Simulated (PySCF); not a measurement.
**Core-level binding energies of `BN(B)C=C`**

Compound: C₂H₇B₂N.
Numbering: `[BH2:1][N:2]([BH2:3])[CH:4]=[CH2:5]`

Theory: delta-SCF UKS SCAN, pcX-2 on the ionised atom, pcseg-1 elsewhere, spin-free X2C (PySCF 2.14.0). Binding energies are ΔSCF values: E(core-ionised, relaxed orbitals) − E(ground state) at a fixed geometry, referred to the vacuum level.

Problem. Give the core binding energies atom by atom.

Solution. 
```json
{"atom(s)": "N2", "environment": "boron-bound nitrogen", "level": "N 1s", "binding energy (eV)": "405.59", "above the level's lowest (eV)": "0.00", "count": "1"}
{"atom(s)": "C4", "environment": "vinylic carbon bearing nitrogen", "level": "C 1s", "binding energy (eV)": "291.67", "above the level's lowest (eV)": "+1.44", "count": "1"}
{"atom(s)": "C5", "environment": "terminal =CH2 carbon", "level": "C 1s", "binding energy (eV)": "290.23", "above the level's lowest (eV)": "0.00", "count": "1"}
```

The listed C 1s values span 1.44 eV, from C5 (bonded to C (double bond) and 2 H) to C4 (bonded to N, C (double bond) and H). Summing the Pauling electronegativity differences to the bonded atoms, each weighted by its formal bond order, gives -0.70 for the lowest site and +0.14 for the highest.

Problem. What is the longest wavelength that can ionise C 1s of C4 vertically?

Solution. λ = hc/E = 12398.42 eV Å / 291.67 eV = 42.508 Å.

Problem. Express the binding energy of C 1s of C4 in atomic units and per mole.

Solution. 291.67 eV = 10.7187 Eh = 28142 kJ/mol.

Not every level is listed. No level of boron is listed. Isolated species at its PBE0-D3(BJ)/def2-SVP geometry, gas phase.

Conformer computed: `[BH2:1][N:2]([BH2:3])[CH:4]=[CH2:5]`: B1–N2–C4–C5 163°.
